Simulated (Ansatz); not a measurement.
A nudged elastic band was laid between two geometries of a periodic cell of 13 atoms, LiAl₁₂ (surface Al(111), adsorbate Li).

Theory: DFT PBEsol, scalar-relativistic, plane waves, PAW in Ansatz 0.2.0. Settings: cutoff 420 eV, k mesh 3x3x1, fermi-dirac smearing 0.15 eV, no spin polarisation.

- movable images: 5
- climbing image: yes
- spring: 5.0 eV/Å²
- optimiser: quadratic models (default)
- start path: IDPP
- force threshold: 0.03 eV/Å
- iteration limit: 56
- end points: relaxed
- atoms held: 1 to 4

Initial state:

```xyz
13
Lattice="5.7276 0.0000 0.0000 2.8638 4.9602 0.0000 0.0000 0.0000 16.6765" Properties=species:S:1:pos:R:3
Al 1.432 0.827 1.000
Al 4.296 0.827 1.000
Al 2.864 3.307 1.000
Al 5.728 3.307 1.000
Al 0.000 1.650 3.303
Al 2.864 1.655 3.283
Al 1.434 4.134 3.302
Al 4.294 4.134 3.302
Al 0.000 -0.004 5.670
Al 2.864 0.034 5.558
Al 1.455 2.465 5.563
Al 4.272 2.465 5.563
Li 5.726 3.325 7.664
```

Final state:

Only the atoms that move by more than 0.05 Å are listed.
```
Al9 0.000 -0.038 5.549
Al10 2.864 0.000 5.671
Li13 5.728 1.653 7.617
```

Q: Which bonds break or form, and what moves?

A: Contacts lost: Al10–Li13. Contacts made: Al9–Li13. The atom that moves furthest is Li13, by 1.67 Å.

Q: What energy profile does the band end with?

A: It converged. The highest image is number 2 of 0 to 6, 0.012 eV above the first end and 0.039 eV above the last; the last end lies 0.027 eV below the first. By the program's own check the climbing image is a first-order saddle point (lowest curvatures found: -0.13 and 0.22 eV/Å²). Limits of this set-up: coarse k mesh, thin slab, slab without dipole correction.

```tsv
image	path coordinate (Å)	energy (eV)	Al10–Li13 (Å)	Al9–Li13 (Å)
0	0.00	0.000	2.69	3.85
1	0.33	0.005	2.81	3.61
2	0.65	0.012	2.99	3.32
3	0.92	0.008	3.16	3.10
4	1.19	-0.005	3.38	2.92
5	1.46	-0.020	3.62	2.78
6	1.73	-0.027	3.84	2.67
```

Q: What is the geometry of the highest image?

A: 
```xyz
13
Lattice="5.7276 0.0000 0.0000 2.8638 4.9602 0.0000 0.0000 0.0000 16.6765" Properties=species:S:1:pos:R:3
Al 1.432 0.827 1.000
Al 4.296 0.827 1.000
Al 2.864 3.307 1.000
Al 5.728 3.307 1.000
Al 0.000 1.662 3.292
Al 2.860 1.637 3.278
Al 1.432 4.150 3.312
Al 4.294 4.151 3.308
Al 0.000 0.039 5.667
Al 2.863 -0.049 5.646
Al 1.494 2.471 5.525
Al 4.229 2.469 5.515
Li 5.708 2.699 7.653
```

Time of the run: 7.8 min on 1 thread of Arm Neoverse V1 (shared host), peak memory 0.72 GiB.
